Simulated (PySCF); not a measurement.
**Ga¹⁴⁺: ionisation energy**

Ga¹⁴⁺ [Ne] 3s2 3p5 (2P) → Ga¹⁵⁺ [Ne] 3s2 3p4 (3P), as a difference of total energies. All numbers are calculated (PySCF 2.14, scalar relativity by spin-free X2C-1e, in an uncontracted even-tempered set (19 s from 0.93 bohr⁻², ratio 2.5; 12 p from 1.2 bohr⁻², ratio 2.5; 5 d from 7.8 bohr⁻², ratio 2.7; 4 f from 12 bohr⁻², ratio 2.7)). Correlated levels: outer shells: 1s2 frozen; virtual orbitals above 40 to 60 times the deepest correlated orbital energy dropped. The calculations carry no spin-orbit coupling.

```
                method  ionisation energy (eV)
                   UHF                  508.39
                   LDA                  510.36
                   PBE                  510.18
                  PBE0                  510.19
                r2SCAN                  510.38
                  PW91                  510.46
                PBEsol                  510.00
    MP2 (outer shells)                  509.34
SCS-MP2 (outer shells)                  509.29
```

**Question.** How much does correlation contribute at MP2 (outer shells)?

**Answer.** 509.34 − (508.39) = 0.95 eV, measured against UHF.

Spin-orbit coupling is strong in these open shells (close to jj coupling). The scalar numbers leave it out and a first-order estimate fails, so it can dominate the gap to the real levels.

Breit and QED terms and the two-electron picture change are absent.

For comparison: 508.8 ± 0.4 eV (semi-empirical (NIST evaluation); NIST Atomic Spectra Database, ionization energies).
